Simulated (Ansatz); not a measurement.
H₂O + `[GaH3]` → `[OH2+][GaH3-]`  (adduct formation)

Program: Ansatz. Geometries: PBE0-D4/def2-TZVP. ΔE: electronic, gas phase. CCSD(T)/CBS adds triple-zeta CCSD(T) − MP2 to the extrapolated MP2 energy (def2 sets, frozen cores). This one scheme is used for every species. DFT in def2-TZVPP. HSE06 is defined as in plane-wave codes. For Ga outer-core shells are correlated without core-valence functions, which leaves a few kJ/mol of doubt a bond. Scalar relativity is left out up to krypton.

```
           level  ΔE (kJ/mol)  difference from CCSD(T)/CBS
          PBE-D4        -62.6                         -2.2
         BLYP-D4        -55.7                          4.7
      r2SCANh-D4        -68.7                         -8.3
           HSE06        -59.8                          0.6
CCSD(T)/def2-SVP        -80.5                        -20.1
 CCSD/def2-TZVPP        -61.3                         -0.9
   HF/def2-QZVPP        -44.8                         15.6
  MP2/def2-QZVPP        -61.5                         -1.1
    HF/CBS(def2)        -44.5                         15.9
  CCSD/CBS(def2)        -57.8                          2.6
     CCSD(T)/CBS        -60.4                            0
```

Largest T1 diagnostic among the species: 0.013.

Leaving LDA and LC-ωPBE aside and taking each functional with its dispersion term where it has one, the values, not all of them listed here, spread over 13.3 kJ/mol, from r2SCAN-D4 to BLYP-D4. LDA lies −28.8 kJ/mol from PBE without D4. In def2-TZVPP, CCSD(T) changes the Hartree–Fock value by −16.6 kJ/mol (the triples alone add −2.7 kJ/mol) and MP2 by −17.0 kJ/mol. The D4 term adds −6.8 kJ/mol with B3LYP and −3.6 kJ/mol with PBE0; it sums over pairs of atoms, weighted by their polarisabilities, and B3LYP, whose exchange is more repulsive, gets the larger term.

B3LYP here is the variant with VWN-RPA as its local correlation; programs differ in this.
